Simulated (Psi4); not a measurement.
Relaxed torsion scan: SMILES Cc1ccc(B(O)O)cc1. Scanned: dihedral C4–C5–B6–O7; all other coordinates were relaxed at GFN2-xTB. Points at φ and −φ are mirror images.

Geometry of the scan point at 0° (Å):
```
19

C     -3.1811    -0.0261    -0.3042
C     -1.6885    -0.0237    -0.1725
C     -1.0423     0.8155     0.7255
C      0.3344     0.7996     0.8428
C      1.1233    -0.0529     0.0702
B      2.6949    -0.0447     0.2298
O      3.2501     0.8014     1.1255
O      3.5373    -0.8448    -0.4848
C      0.4615    -0.8915    -0.8286
C     -0.9143    -0.8786    -0.9487
H     -3.4735     0.0654    -1.3491
H     -3.5901    -0.9631     0.0742
H     -3.6233     0.7933     0.2568
H     -1.6252     1.4888     1.3388
H      0.8262     1.4567     1.5437
H      4.2057     0.7451     1.1619
H      3.1242    -1.4352    -1.1121
H      1.0294    -1.5717    -1.4520
H     -1.3992    -1.5394    -1.6543
```

Method: PBE-D3(BJ)/def2-SVP // GFN2-xTB (Psi4).

Scanned values (°): -165, -150, -135, -120, -105, -90, -75, -60, -45, -30, -15, 0, 15, 30, 45, 60, 75, 90, 105, 120, 135, 150, 165, 180.

### Question
Locate the minima and the barriers on this grid.

### Answer
Lower than their neighbours: 0° (0.001 eV), 180° (0.000 eV). Higher than their neighbours: -90° (0.177 eV), 90° (0.177 eV). The whole profile spans 0.177 eV.
